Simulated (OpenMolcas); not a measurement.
# OpenMolcas run: N II

Input:

```
&GATEWAY
Coord
1

N 0.0 0.0 0.0
Basis=ANO-RCC-VTZP
Group=XYZ
NoMove
AngMom=0.0 0.0 0.0
AMFI
&SEWARD
&RASSCF
FileOrb=start.orb
Symmetry=1
Spin=3
nActEl=2 0 0
Inactive=2 0
Ras2=0 3
CIRoot=3 3 1
SDav=3
CIMx=300
Iter=120 100
PrWF=0.3
OrbListing=Nothing
MaxOrb=0
Atom
>>> COPY $Project.JobIph JOB001
&RASSCF
FileOrb=start.orb
Symmetry=1
Spin=1
nActEl=2 0 0
Inactive=2 0
Ras2=0 3
CIRoot=6 6 1
SDav=6
CIMx=300
Iter=120 100
PrWF=0.3
OrbListing=Nothing
MaxOrb=0
Atom
>>> COPY $Project.JobIph JOB002
&RASSI
NrOfJobIphs=2 3 6
1 2 3
1 2 3 4 5 6
IphNames
JOB001
JOB002
EJob
SpinOrbit
DIPRint=1.0
SOCoupling=1000.0
Subsets=2
MEES
Property=10
'ANGMOM' 1 'ANGMOM' 2 'ANGMOM' 3 'MLTPL  1' 1 'MLTPL  1' 2 'MLTPL  1' 3
'AMFI' 1 'AMFI' 2 'AMFI' 3 'MLTPL  2' 6
SOProperty=3
'ANGMOM' 1 'ANGMOM' 2 'ANGMOM' 3
```

A driver script runs the steps one by one and writes start.orb anew before each from the orbitals found so far.

Output, cut to the results:

```
--- SEWARD ---
Basis set label: N.ANO-RCC...4S3P2D1F.

      Electronic valence basis set:
      ------------------
      Associated Effective Charge   7.000000 au
      Associated Actual Charge      7.000000 au
      Nuclear Model: Point charge

      Shell  nPrim  nBasis  Cartesian Spherical Contaminant
         s      14       4        X
         p       9       3        X
         d       4       2                 X
         f       3       1                 X
                  Relativistic Douglas-Kroll-Hess integrals:
                    - DKH order of Hamiltonian: 2
                    - DKH order of Properties : 0
                  Atomic mean-field integrals
--- RASSCF ---
Wave function specifications:
      -----------------------------

      Number of closed shell electrons           4
      Number of electrons in active shells       2
      Max number of holes in RAS1 space          0
      Max nr of electrons in RAS3 space          0
      Number of inactive orbitals                2
      Number of active orbitals                  3
      Number of secondary orbitals              25
      Spin quantum number                      1.0
      State symmetry                             1
Orbital specifications:
      -----------------------

      Symmetry species                           1   2
                                                ag  au
      Frozen orbitals                            0   0
      Inactive orbitals                          2   0
      Active orbitals                            0   3
      RAS1 orbitals                              0   0
      RAS2 orbitals                              0   3
      RAS3 orbitals                              0   0
      Secondary orbitals                        12  13
      Deleted orbitals                           0   0
      Number of basis functions                 14  16
      Number of CSFs                             3
      Number of root(s) required                 3
      Iter CI   SX   CI       RASSCF       Energy    max ROT     max BLB   max BLB  Level Ln srch  Step   QN
          iter iter root      energy       change     param      element    value   shift minimum  type update
 Nr of preliminary CI iterations:   1
        1   1    7    0   -53.88114921    0.00E+00  -1.13E-01*   2   3 1  2.39E-01*  0.00   0.00    SX    NO
        2   1    7    0   -53.91578475   -3.46E-02*  2.94E-02    2   4 1  3.65E-02*  0.00   0.00    SX    NO
        3   1    7    0   -53.91701420   -1.23E-03* -8.36E-03    2   3 1  1.05E-02*  0.00   0.00    SX    NO
        4   1    6    0   -53.91712510   -1.11E-04*  2.71E-03    2   4 1  2.02E-03*  0.00   0.00    SX    NO
        5   1    6    0   -53.91713438   -9.28E-06* -5.77E-04    2   3 1  7.75E-04*  0.00   0.78    QN   YES
        6   1    5    0   -53.91713529   -9.09E-07*  2.77E-05    2   3 1  9.11E-05   0.00   1.02    QN   YES
        7   1    4    0   -53.91713530   -3.39E-09   6.85E-06    2   3 1  1.74E-05   0.00   1.25    QN   YES
      Convergence after  7 iterations
        8   1    4    0   -53.91713530   -1.57E-10   6.85E-06    2   4 1 -3.80E-07   0.00   1.25    QN   YES
      Natural orbitals and occupation numbers for root  1
      sym 2:   0.000000   1.000000   1.000000
      Natural orbitals and occupation numbers for root  2
      sym 2:   1.000000  -0.000000   1.000000
      Natural orbitals and occupation numbers for root  3
      sym 2:   1.000000   1.000000  -0.000000
::    RASSCF root number  1 Total energy:    -53.91713530
::    RASSCF root number  2 Total energy:    -53.91713530
::    RASSCF root number  3 Total energy:    -53.91713530
--- RASSCF ---
Wave function specifications:
      -----------------------------

      Number of closed shell electrons           4
      Number of electrons in active shells       2
      Max number of holes in RAS1 space          0
      Max nr of electrons in RAS3 space          0
      Number of inactive orbitals                2
      Number of active orbitals                  3
      Number of secondary orbitals              25
      Spin quantum number                      0.0
      State symmetry                             1
Orbital specifications:
      -----------------------

      Symmetry species                           1   2
                                                ag  au
      Frozen orbitals                            0   0
      Inactive orbitals                          2   0
...
--- RASSI ---
SPIN-FREE ENERGIES:
  (Shifted by EMIN (a.u.) =        -53.9171352968)

 SF State       Relative EMIN(au)   Rel lowest level(eV)    D:o, cm**(-1)      L_eff

     1             0.0000000000        0.0000000000              0.0000         1.0
     2             0.0000000000        0.0000000000              0.0000         1.0
     3             0.0000000000        0.0000000000              0.0000         1.0
     4             0.0807770314        2.1980550017          17728.5092         2.0
     5             0.0807770314        2.1980550017          17728.5092         2.0
     6             0.0807770314        2.1980550017          17728.5092         2.0
     7             0.0807770314        2.1980550017          17728.5092         2.0
     8             0.0807770314        2.1980550017          17728.5092         2.0
     9             0.1996264426        5.4321122335          43812.9399         0.0
     Dipole printing threshold changed to   1.00000000E+00
Eigenvalues of complex Hamiltonian:
   -----------------------------------
  (Shifted by EMIN (a.u.) =        -53.9171352968)

 SO State       Relative EMIN(au)   Rel lowest level(eV)    D:o, cm**(-1)     J-value

     1            -0.0004284335        0.0000000000              0.0000         0.0
     2            -0.0002133379        0.0058530496             47.2080         0.6
     3            -0.0002133379        0.0058530496             47.2080         0.6
     4            -0.0002133379        0.0058530496             47.2080         1.0
     5             0.0002122467        0.0174337958            140.6130         1.8
     6             0.0002122467        0.0174337958            140.6130         2.0
     7             0.0002122467        0.0174337958            140.6130         1.8
     8             0.0002122467        0.0174337958            140.6130         1.0
     9             0.0002122467        0.0174337958            140.6130         1.0
...
```

The J values that RASSI prints are effective ones from its own formula and need not be integers or half-integers; the table below assigns J from the states.

Levels above the lowest, from the spin-orbit matrix, grouped by J:

```
Configuration  Term  J  E (cm-1)  Measured (cm-1)  Term weight %
      2s2 2p2    3P  0       0.0              0.0            100
      2s2 2p2    3P  1      47.2             48.7            100
      2s2 2p2    3P  2       141              131            100
      2s2 2p2    1D  2     17823            15316            100
      2s2 2p2    1S  0     43907            32689            100
```

Against the 4 measured excited levels shown (NIST Handbook of Basic Atomic Spectroscopic Data) the mean absolute deviation is 3400 cm-1; the largest miss in energy is 2s2 2p2 1S0: computed 43907, measured 32689 cm-1 (+34.3 %).

Without dynamic correlation excited terms often stand tens of per cent too high (terms of higher spin than the ground term too low), and those without a measured partner can miss by more than the paired ones. With the s shell closed, the reference lacks s² → p² mixing. Computed and measured levels are paired by configuration, term and J; levels that our copy of the source lacks, or whose pairing is in doubt (as where it misses far off the trend of its configuration), stay unpaired and out of the deviations. Levels of configurations outside the active space are missing.

The term weight is that of the spin-free term in the level, not the purity of its configuration.
